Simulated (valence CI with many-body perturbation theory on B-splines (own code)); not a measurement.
**E1 transitions of Rh XLI**

Calculated by relativistic CI+MBPT: three valence electrons over a frozen Dirac-Fock core [He], radial functions for each j: 11 s, 11 p, 9 d, 7 f, 5 g, 2 h, 1 i, with the one-electron correlation potential Σ1, the two-electron term Σ2, the three-electron term Σ3, Breit, model QED; selected CI, second order for the rest (own B-spline code, finite nucleus).

The last digits are not significant, and no measured levels were compared; by estimate large intervals hold to a few tenths of a per cent, small ones and those within an open d or f shell to about a per cent.

Lines 151 to 200 of 273 in falling wavelength, among levels below 293.50 Ry, chosen from the strongest by gf and those to the six lowest levels. Wavelengths and rates use the calculated energies. Electric multipoles are in the length gauge, E1 and E2 with the static RPA response of the core. Weak lines are less certain than strong ones. Lines between different terms over intervals too small for the method are left out, as are lines whose strength nearly cancels. The highest levels of a list are the least certain.

Levels are named by their leading jj configuration (3d3/2^4 stands for four electrons in 3d with j = 3/2), which in mixed levels can hold well under half, so a name can repeat and another be missing. Letters in brackets count levels of one name in rising energy.

| λ vac (Å) | Upper | Lower | A (s⁻¹) | S (a.u.) with core polarisation | S without |
| --- | --- | --- | --- | --- | --- |
| 3.614 | (2s 2p1/2 3p1/2) J=3/2 | (2s^2 2p3/2) J=3/2 | 7.53e+12 | 7.02e-04 | 7.03e-04 |
| 3.613 | (2s^2 3d5/2) J=5/2 | (2s^2 2p3/2) J=3/2 | 2.02e+14 | 2.82e-02 | 2.82e-02 |
| 3.611 | (2s 2p1/2 3s) J=3/2 | (2s 2p1/2^2) J=1/2 | 1.05e+13 | 9.72e-04 | 9.69e-04 |
| 3.611 | (2s 2p1/2 3d3/2) J=1/2 | (2s 2p1/2 2p3/2) J=3/2 [a] | 6.46e+12 | 3.00e-04 | 3.00e-04 |
| 3.610 | (2s 2p1/2 3d3/2) J=3/2 [b] | (2s 2p1/2 2p3/2) J=3/2 [a] | 3.15e+13 | 2.92e-03 | 2.93e-03 |
| 3.605 | (2s 2p3/2 3s) J=3/2 [a] | (2s 2p1/2 2p3/2) J=5/2 | 3.00e+12 | 2.78e-04 | 2.76e-04 |
| 3.603 | (2s 2p3/2 3s) J=1/2 | (2s 2p1/2 2p3/2) J=3/2 [b] | 1.11e+13 | 5.11e-04 | 5.09e-04 |
| 3.601 | (2s 2p3/2 3s) J=3/2 [b] | (2s 2p1/2 2p3/2) J=3/2 [b] | 2.48e+12 | 2.28e-04 | 2.27e-04 |
| 3.595 | (2s 2p3/2 3s) J=5/2 | (2s 2p1/2 2p3/2) J=3/2 [a] | 2.14e+12 | 2.95e-04 | 2.93e-04 |
| 3.594 | (2s 2p1/2 3p1/2) J=1/2 [b] | (2s^2 2p3/2) J=3/2 | 8.01e+11 | 3.67e-05 | 3.66e-05 |
| 3.593 | (2s 2p3/2 3d3/2) J=5/2 [b] | (2s 2p3/2^2) J=5/2 | 1.26e+13 | 1.72e-03 | 1.73e-03 |
| 3.593 | (2s^2 3s) J=1/2 | (2s^2 2p1/2) J=1/2 | 8.70e+12 | 3.98e-04 | 3.97e-04 |
| 3.591 | (2s 2p1/2 3d5/2) J=3/2 | (2s 2p1/2 2p3/2) J=3/2 [a] | 2.04e+12 | 1.87e-04 | 1.87e-04 |
| 3.589 | (2s 2p1/2 3d5/2) J=5/2 [b] | (2s 2p1/2 2p3/2) J=3/2 [a] | 1.29e+13 | 1.77e-03 | 1.77e-03 |
| 3.582 | (2s 2p3/2 3d5/2) J=7/2 [b] | (2s 2p3/2^2) J=5/2 | 7.86e+13 | 1.43e-02 | 1.43e-02 |
| 3.579 | (2s 2p3/2 3s) J=3/2 [a] | (2s 2p1/2 2p3/2) J=3/2 [a] | 1.35e+12 | 1.22e-04 | 1.22e-04 |
| 3.558 | (2s 2p3/2 3s) J=3/2 [b] | (2s 2p1/2 2p3/2) J=5/2 | 3.85e+11 | 3.43e-05 | 3.43e-05 |
| 3.558 | (2s 2p1/2 3p3/2) J=5/2 | (2s^2 2p3/2) J=3/2 | 2.79e+12 | 3.72e-04 | 3.72e-04 |
| 3.555 | (2s 2p1/2 3p3/2) J=3/2 [b] | (2s^2 2p3/2) J=3/2 | 5.13e+11 | 4.55e-05 | 4.55e-05 |
| 3.537 | (2p1/2 2p3/2 3d3/2) J=3/2 [a] | (2p1/2^2 2p3/2) J=3/2 | 3.22e+13 | 2.81e-03 | 2.81e-03 |
| 3.536 | (2p1/2 2p3/2 3d3/2) J=5/2 | (2p1/2^2 2p3/2) J=3/2 | 1.46e+13 | 1.91e-03 | 1.91e-03 |
| 3.533 | (2s 2p3/2 3d3/2) J=5/2 [a] | (2s 2p1/2 2p3/2) J=3/2 [b] | 3.61e+11 | 4.72e-05 | 4.71e-05 |
| 3.529 | (2s 2p3/2 3d3/2) J=1/2 [a] | (2s 2p1/2 2p3/2) J=3/2 [b] | 1.95e+12 | 8.46e-05 | 8.46e-05 |
| 3.518 | (2p1/2 2p3/2 3d5/2) J=5/2 [a] | (2p1/2^2 2p3/2) J=3/2 | 1.28e+14 | 1.65e-02 | 1.65e-02 |
| 3.516 | (2p1/2 2p3/2 3d5/2) J=3/2 | (2p1/2^2 2p3/2) J=3/2 | 3.76e+13 | 3.22e-03 | 3.23e-03 |
| 3.515 | (2s 2p3/2 3d5/2) J=5/2 [a] | (2s 2p1/2 2p3/2) J=3/2 [b] | 9.17e+11 | 1.18e-04 | 1.18e-04 |
| 3.514 | (2s 2p3/2 3d5/2) J=3/2 [a] | (2s 2p1/2 2p3/2) J=1/2 | 2.70e+13 | 2.31e-03 | 2.32e-03 |
| 3.510 | (2s 2p3/2 3d5/2) J=3/2 [a] | (2s 2p1/2 2p3/2) J=3/2 [b] | 1.41e+13 | 1.21e-03 | 1.21e-03 |
| 3.509 | (2s 2p1/2 3d3/2) J=3/2 [a] | (2s 2p1/2^2) J=1/2 | 1.76e+13 | 1.50e-03 | 1.50e-03 |
| 3.508 | (2p1/2 2p3/2 3d5/2) J=5/2 [b] | (2p1/2^2 2p3/2) J=3/2 | 7.81e+13 | 9.98e-03 | 1.00e-02 |
| 3.507 | (2p1/2 2p3/2 3d3/2) J=3/2 [b] | (2p1/2^2 2p3/2) J=3/2 | 1.64e+14 | 1.40e-02 | 1.40e-02 |
| 3.505 | (2p1/2 2p3/2 3d3/2) J=1/2 [b] | (2p1/2^2 2p3/2) J=3/2 | 2.29e+14 | 9.75e-03 | 9.76e-03 |
| 3.496 | (2s 2p3/2 3d5/2) J=1/2 | (2s 2p1/2 2p3/2) J=3/2 [b] | 9.53e+11 | 4.02e-05 | 4.03e-05 |
| 3.491 | (2s 2p3/2 3d3/2) J=5/2 [a] | (2s 2p1/2 2p3/2) J=5/2 | 1.21e+14 | 1.53e-02 | 1.53e-02 |
| 3.489 | (2s 2p3/2 3d3/2) J=7/2 | (2s 2p1/2 2p3/2) J=5/2 | 1.71e+14 | 2.87e-02 | 2.88e-02 |
| 3.489 | (2s 2p3/2 3d3/2) J=3/2 [a] | (2s 2p1/2 2p3/2) J=5/2 | 5.53e+13 | 4.64e-03 | 4.64e-03 |
| 3.483 | (2s 2p1/2 3d3/2) J=1/2 | (2s 2p1/2^2) J=1/2 | 3.02e+14 | 1.26e-02 | 1.26e-02 |
| 3.483 | (2s 2p1/2 3d3/2) J=3/2 [b] | (2s 2p1/2^2) J=1/2 | 2.01e+14 | 1.67e-02 | 1.67e-02 |
| 3.482 | (2p1/2 2p3/2 3p1/2) J=3/2 [a] | (2s 2p1/2 2p3/2) J=1/2 | 6.51e+13 | 5.42e-03 | 5.43e-03 |
| 3.482 | (2p1/2 2p3/2 3p1/2) J=1/2 | (2s 2p1/2 2p3/2) J=3/2 [b] | 4.18e+12 | 1.74e-04 | 1.74e-04 |
| 3.479 | (2s 2p3/2 3d3/2) J=5/2 [b] | (2s 2p1/2 2p3/2) J=3/2 [b] | 2.18e+14 | 2.72e-02 | 2.72e-02 |
| 3.478 | (2p1/2 2p3/2 3p1/2) J=3/2 [a] | (2s 2p1/2 2p3/2) J=3/2 [b] | 1.35e+13 | 1.12e-03 | 1.12e-03 |
| 3.476 | (2s 2p3/2 3d3/2) J=3/2 [b] | (2s 2p1/2 2p3/2) J=1/2 | 3.40e+13 | 2.82e-03 | 2.82e-03 |
| 3.474 | (2s 2p3/2 3d5/2) J=5/2 [a] | (2s 2p1/2 2p3/2) J=5/2 | 3.02e+12 | 3.75e-04 | 3.75e-04 |
| 3.473 | (2s 2p3/2 3d3/2) J=3/2 [b] | (2s 2p1/2 2p3/2) J=3/2 [b] | 4.88e+13 | 4.04e-03 | 4.04e-03 |
| 3.472 | (2s 2p3/2 3d3/2) J=1/2 [b] | (2s 2p1/2 2p3/2) J=1/2 | 1.32e+14 | 5.47e-03 | 5.47e-03 |
| 3.469 | (2s 2p3/2 3d3/2) J=1/2 [b] | (2s 2p1/2 2p3/2) J=3/2 [b] | 2.07e+13 | 8.53e-04 | 8.54e-04 |
| 3.468 | (2s 2p1/2 3p1/2) J=1/2 [a] | (2s^2 2p1/2) J=1/2 | 2.05e+13 | 8.42e-04 | 8.42e-04 |
| 3.467 | (2s 2p3/2 3d3/2) J=5/2 [a] | (2s 2p1/2 2p3/2) J=3/2 [a] | 8.65e+13 | 1.07e-02 | 1.07e-02 |
| 3.465 | (2s^2 3d3/2) J=3/2 | (2s^2 2p1/2) J=1/2 | 2.14e+14 | 1.76e-02 | 1.76e-02 |
